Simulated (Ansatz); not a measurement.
Br3P (`BrP(Br)Br`), relaxed with RKS PBE0-D4/def2-TZVP in Ansatz from a PBE-D4/def2-SVP geometry. The force threshold is 0.005 eV/Å; the program also tests the step.

The species carries charge 0 and has multiplicity 1.

Start:

```xyz
4

Br    1.198    0.350    1.621
P     0.319   -0.646   -0.212
Br    0.364    1.036   -1.726
Br   -1.881   -0.740    0.317
```

How much energy does the relaxation release, and in how many steps? (Estimate.)

The calculation gave: 0.93 kcal/mol, in 4 steps, 1 of them rejected.

Which bonds change most? (Estimate.)

Ansatz gave: P2–Br3 from 2.264 to 2.223 Å; P2–Br4 from 2.264 to 2.223 Å; Br1–P2 from 2.264 to 2.223 Å.

Give the relaxed structure. (Estimate.)

The calculation gave: 
```xyz
4

Br    1.169    0.347    1.586
P     0.318   -0.645   -0.212
Br    0.354    1.018   -1.686
Br   -1.841   -0.719    0.311
```
